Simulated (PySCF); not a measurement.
PySCF input (M06-2X/def2-TZVPD):

```python
from pyscf import gto, scf, dft

mol = gto.M(
    atom='''
    C     1.78070953   -0.13904201   -0.61349111
    C     0.63384092   -0.24867719    0.14438240
    C    -0.59900374    0.26726606   -0.19519224
    O    -1.72235172    0.15276462    0.56009558
    H     1.78025749    0.38187422   -1.56195641
    H     2.71221024   -0.57088092   -0.28041505
    H     0.69737246   -0.78509149    1.09037033
    H    -0.77893415    0.81684205   -1.10849604
    H    -1.52537259   -0.34214197    1.36553823
    ''',
    basis='def2-tzvpd',
    charge=0,
    spin=1,
    verbose=4,
)

mf = dft.UKS(mol, xc='m062x').density_fit(auxbasis='def2-universal-jkfit')
mf.grids.level = 4
mf.conv_tol = 1e-9
mf.max_cycle = 100
mf.max_memory = 1500
mf.kernel()
if not mf.converged:
    mf = mf.newton()
    mf.kernel(mf.make_rdm1())
for _ in range(2):
    mo, _, stable, _ = mf.stability(return_status=True)
    if stable:
        break
    mf.kernel(mf.make_rdm1(mo, mf.mo_occ))
mf.analyze()
```

End of the output:

```
Extra cycle  E= -192.470454717705  delta_E= -8.7e-12  |g|= 9.96e-06  |ddm|= 2.03e-05
converged SCF energy = -192.470454717705  <S^2> = 0.77784141  2S+1 = 2.0276503
uhf_internal: lowest eigs of H = [0.19726116 0.28692268 0.33232431]
<class 'pyscf.df.df_jk.DFUKS'> wavefunction is stable in the internal stability analysis
**** SCF Summaries ****
Total Energy =                        -192.470454717705024
Nuclear Repulsion Energy =             109.432157633949018
One-electron Energy =                 -476.573800252254898
Two-electron Energy =                  174.671187900600813
Two-electron Coulomb Energy =          201.287190957045823
DFT Exchange-Correlation Energy =      -26.616003056445017
HOMO-LUMO gap [eV] =                     5.204031942584312
**** MO energy ****
                             alpha | beta                alpha | beta
MO #1   energy= -19.6694292843492  | -19.6665181304131  occ= 1 | 1
MO #2   energy= -10.6009013034202  | -10.5969146181119  occ= 1 | 1
MO #3   energy= -10.5440108472907  | -10.5456341024579  occ= 1 | 1
MO #4   energy= -10.5349246997106  | -10.5309703271612  occ= 1 | 1
MO #5   energy= -1.19733973547672  | -1.18750092025385  occ= 1 | 1
MO #6   energy= -0.892919341223539 | -0.88252332712943  occ= 1 | 1
MO #7   energy= -0.770017135639634 | -0.750230065574069 occ= 1 | 1
MO #8   energy= -0.68719964880966  | -0.678233598638101 occ= 1 | 1
MO #9   energy= -0.594418502199119 | -0.588640130234179 occ= 1 | 1
MO #10  energy= -0.551941170495166 | -0.543748646543474 occ= 1 | 1
MO #11  energy= -0.501146939296657 | -0.4867244534234   occ= 1 | 1
MO #12  energy= -0.494520227951526 | -0.46812759999479  occ= 1 | 1
MO #13  energy= -0.459196638002204 | -0.454101813119065 occ= 1 | 1
MO #14  energy= -0.427434063191324 | -0.423315931010304 occ= 1 | 1
MO #15  energy= -0.368992012960661 | -0.332171859675562 occ= 1 | 1
MO #16  energy= -0.21832451927953  | -0.0270798712208311 occ= 1 | 0
MO #17  energy= 0.0106159907437871 | 0.0106464223953063 occ= 0 | 0
MO #18  energy= 0.0325306308597593 | 0.0288272774982255 occ= 0 | 0
MO #19  energy= 0.0373854506771309 | 0.0359745380018878 occ= 0 | 0
MO #20  energy= 0.0620457453664513 | 0.0655715858701068 occ= 0 | 0
MO #21  energy= 0.0676561850827807 | 0.0683796430942385 occ= 0 | 0
MO #22  energy= 0.0711848964503784 | 0.0801074174681484 occ= 0 | 0
MO #23  energy= 0.083371186123869  | 0.0826105967806776 occ= 0 | 0
MO #24  energy= 0.104402583955657  | 0.0997857399087473 occ= 0 | 0
MO #25  energy= 0.11029294221605   | 0.10959332939588   occ= 0 | 0
MO #26  energy= 0.13356737909556   | 0.132265867060916  occ= 0 | 0
MO #27  energy= 0.165681388918643  | 0.159331957030351  occ= 0 | 0
MO #28  energy= 0.170299597439474  | 0.160493448377636  occ= 0 | 0
MO #29  energy= 0.171074940417037  | 0.170717794272893  occ= 0 | 0
MO #30  energy= 0.188145896349921  | 0.185483003549666  occ= 0 | 0
MO #31  energy= 0.194976182660737  | 0.202338924843648  occ= 0 | 0
MO #32  energy= 0.208244967348173  | 0.204808427198649  occ= 0 | 0
MO #33  energy= 0.211589937514268  | 0.209723868371926  occ= 0 | 0
MO #34  energy= 0.228223709130643  | 0.227621153353607  occ= 0 | 0
MO #35  energy= 0.236220747370528  | 0.22821228506911   occ= 0 | 0
MO #36  energy= 0.243497652088142  | 0.242247213860565  occ= 0 | 0
MO #37  energy= 0.254081683547312  | 0.251721740222772  occ= 0 | 0
MO #38  energy= 0.267332221139664  | 0.26506598613898   occ= 0 | 0
MO #39  energy= 0.283270759513273  | 0.278103972099039  occ= 0 | 0
MO #40  energy= 0.287204240932548  | 0.282812030289878  occ= 0 | 0
MO #41  energy= 0.299071763888896  | 0.297123888843416  occ= 0 | 0
MO #42  energy= 0.306809851729048  | 0.297615525553842  occ= 0 | 0
MO #43  energy= 0.309894417648939  | 0.304573127796278  occ= 0 | 0
MO #44  energy= 0.311507789546117  | 0.311969419547548  occ= 0 | 0
MO #45  energy= 0.327060763069066  | 0.32495672886889   occ= 0 | 0
MO #46  energy= 0.340470479235777  | 0.332237753876011  occ= 0 | 0
MO #47  energy= 0.343930205092672  | 0.338613445270459  occ= 0 | 0
MO #48  energy= 0.357709131149836  | 0.358839186284959  occ= 0 | 0
MO #49  energy= 0.36738126060993   | 0.364379298745589  occ= 0 | 0
MO #50  energy= 0.377217709760005  | 0.370525997581675  occ= 0 | 0
MO #51  energy= 0.383890152846712  | 0.372759767821113  occ= 0 | 0
MO #52  energy= 0.393990722060776  | 0.381702588037621  occ= 0 | 0
MO #53  energy= 0.394848443074918  | 0.38681377617063   occ= 0 | 0
MO #54  energy= 0.399959728909125  | 0.38939486538694   occ= 0 | 0
MO #55  energy= 0.403989952950553  | 0.398668003262052  occ= 0 | 0
MO #56  energy= 0.427595405806783  | 0.422857139269029  occ= 0 | 0
MO #57  energy= 0.436195312743009  | 0.431833963604178  occ= 0 | 0
MO #58  energy= 0.448993517499324  | 0.444745493492113  occ= 0 | 0
MO #59  energy= 0.476719188366427  | 0.468335204506817  occ= 0 | 0
MO #60  energy= 0.487098419455442  | 0.484754691759823  occ= 0 | 0
MO #61  energy= 0.496284802112405  | 0.493594737061816  occ= 0 | 0
MO #62  energy= 0.502546337511435  | 0.497109273619274  occ= 0 | 0
MO #63  energy= 0.511738333418715  | 0.508560363765579  occ= 0 | 0
MO #64  energy= 0.533162204880983  | 0.524465678811237  occ= 0 | 0
MO #65  energy= 0.533856122811745  | 0.530033309902815  occ= 0 | 0
MO #66  energy= 0.546443817646856  | 0.539429781154779  occ= 0 | 0
MO #67  energy= 0.587280675123006  | 0.579850483723488  occ= 0 | 0
MO #68  energy= 0.598827253325121  | 0.597167337369393  occ= 0 | 0
MO #69  energy= 0.619622227620471  | 0.608888997745465  occ= 0 | 0
MO #70  energy= 0.621058528205481  | 0.61179397662363   occ= 0 | 0
MO #71  energy= 0.640908133543787  | 0.64009308078419   occ= 0 | 0
MO #72  energy= 0.668116385348226  | 0.665885021094086  occ= 0 | 0
MO #73  energy= 0.680277136199515  | 0.675572291054699  occ= 0 | 0
MO #74  energy= 0.715695689778003  | 0.710645635995957  occ= 0 | 0
MO #75  energy= 0.728345995314293  | 0.7293371074154    occ= 0 | 0
MO #76  energy= 0.7346974319178    | 0.732290229732829  occ= 0 | 0
MO #77  energy= 0.736534421694105  | 0.738593446827916  occ= 0 | 0
MO #78  energy= 0.750385418573924  | 0.748251356847089  occ= 0 | 0
MO #79  energy= 0.773516256368079  | 0.762252565946738  occ= 0 | 0
MO #80  energy= 0.789597947848918  | 0.783773966873433  occ= 0 | 0
MO #81  energy= 0.807743126291441  | 0.80725503081645   occ= 0 | 0
MO #82  energy= 0.810190839275091  | 0.811776059875803  occ= 0 | 0
MO #83  energy= 0.816332539363968  | 0.817067418070643  occ= 0 | 0
MO #84  energy= 0.830000711406702  | 0.828631159884923  occ= 0 | 0
MO #85  energy= 0.864554074071766  | 0.871811398145311  occ= 0 | 0
MO #86  energy= 0.888611001799944  | 0.882945520112557  occ= 0 | 0
MO #87  energy= 0.935144260077125  | 0.933059264792894  occ= 0 | 0
MO #88  energy= 0.935532199772012  | 0.9334876413657    occ= 0 | 0
MO #89  energy= 0.964546387366791  | 0.964891822726191  occ= 0 | 0
MO #90  energy= 1.00493184548938   | 1.00649590040635   occ= 0 | 0
MO #91  energy= 1.0232678805247    | 1.02564978254666   occ= 0 | 0
MO #92  energy= 1.0470343452743    | 1.04962780265389   occ= 0 | 0
MO #93  energy= 1.11596455738589   | 1.11766316271556   occ= 0 | 0
MO #94  energy= 1.1605174396732    | 1.16311363092992   occ= 0 | 0
MO #95  energy= 1.19455595550726   | 1.19793247193642   occ= 0 | 0
MO #96  energy= 1.21839728961825   | 1.21704122121182   occ= 0 | 0
MO #97  energy= 1.27406901494855   | 1.27833997359583   occ= 0 | 0
MO #98  energy= 1.28856721110977   | 1.2912290384431    occ= 0 | 0
MO #99  energy= 1.31829403068637   | 1.32136725365897   occ= 0 | 0
MO #100 energy= 1.33615033675564   | 1.34103038302476   occ= 0 | 0
MO #101 energy= 1.46777887855544   | 1.4710644766203    occ= 0 | 0
MO #102 energy= 1.50085833766495   | 1.50324848983974   occ= 0 | 0
MO #103 energy= 1.51753965989176   | 1.51425269030034   occ= 0 | 0
MO #104 energy= 1.53358001008136   | 1.56102591677949   occ= 0 | 0
[...]
```

It need not be the lowest isomer of its formula.
